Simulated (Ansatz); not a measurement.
A nudged elastic band was laid between two geometries of FH₃O₂Si (7 atoms, charge 0, multiplicity 1).

All numbers below come from Ansatz 0.2.0, RKS PBE/def2-SVP.

- movable images: 5
- climbing image: yes
- spring: 5.0 eV/Å²
- optimiser: quadratic models (default)
- start path: through a guess of the saddle point
- force threshold: 0.05 eV/Å
- iteration limit: 60
- end points: relaxed

Initial state:

```xyz
7
Properties=species:S:1:pos:R:3
Si 0.226 -0.119 0.461
H -0.040 0.319 1.855
O 1.868 -0.204 0.289
H 2.179 -0.687 -0.497
F -0.438 0.999 -0.535
O -0.424 -1.594 0.041
H -1.349 -1.576 -0.262
```

Final state:

```xyz
7
Properties=species:S:1:pos:R:3
Si -0.705 0.230 0.269
H 1.534 -0.189 1.668
O 1.425 0.058 0.727
H 1.415 -0.806 0.241
F -0.288 1.179 -1.021
O -0.399 -1.319 -0.459
H -0.961 -2.016 -0.074
```

**Question.** What changes between the two ends?

**Answer.** Bonds broken: Si1–H2, Si1–O3. Bonds formed: H2–O3.

**Question.** What energy profile does the band end with?

**Answer.** The forces met the threshold. The highest image is number 4 of 0 to 6, 286.3 kJ/mol above the first end and 101.4 kJ/mol above the last; the last end lies 184.9 kJ/mol above the first. Neighbouring images differ by up to 1.5 eV, so the band resolves the path poorly. A vibrational analysis at the climbing image gives one clearly imaginary mode, 1263i cm⁻¹: a first-order saddle point. The orbitals stay closed-shell, which can raise the energy where a bond breaks towards radicals; this wasn't checked here.

```json
{"image": "0", "path coordinate (Å)": "0.00", "energy (kJ/mol)": "0.0", "Si1–H2 (Å)": "1.49", "Si1–O3 (Å)": "1.65", "H2–O3 (Å)": "2.52"}
{"image": "1", "path coordinate (Å)": "0.56", "energy (kJ/mol)": "4.4", "Si1–H2 (Å)": "1.49", "Si1–O3 (Å)": "1.65", "H2–O3 (Å)": "2.58"}
{"image": "2", "path coordinate (Å)": "1.13", "energy (kJ/mol)": "22.5", "Si1–H2 (Å)": "1.49", "Si1–O3 (Å)": "1.66", "H2–O3 (Å)": "2.44"}
{"image": "3", "path coordinate (Å)": "1.69", "energy (kJ/mol)": "143.9", "Si1–H2 (Å)": "1.50", "Si1–O3 (Å)": "1.69", "H2–O3 (Å)": "1.91"}
{"image": "4", "path coordinate (Å)": "2.26", "energy (kJ/mol)": "286.3", "Si1–H2 (Å)": "1.64", "Si1–O3 (Å)": "1.88", "H2–O3 (Å)": "1.32"}
{"image": "5", "path coordinate (Å)": "2.92", "energy (kJ/mol)": "199.0", "Si1–H2 (Å)": "2.29", "Si1–O3 (Å)": "2.13", "H2–O3 (Å)": "0.98"}
{"image": "6", "path coordinate (Å)": "3.58", "energy (kJ/mol)": "184.9", "Si1–H2 (Å)": "2.67", "Si1–O3 (Å)": "2.18", "H2–O3 (Å)": "0.98"}
```

**Question.** What is the geometry of the highest image?

**Answer.** 
```xyz
7
Properties=species:S:1:pos:R:3
Si -0.226 0.043 0.401
H 0.989 0.141 1.494
O 1.655 0.018 0.358
H 1.928 -0.927 0.290
F -0.569 1.213 -0.702
O -0.462 -1.446 -0.353
H -1.293 -1.903 -0.138
```

Run time: 2.7 min on 1 thread of Arm Neoverse V1 (shared host), peak memory 0.12 GiB.
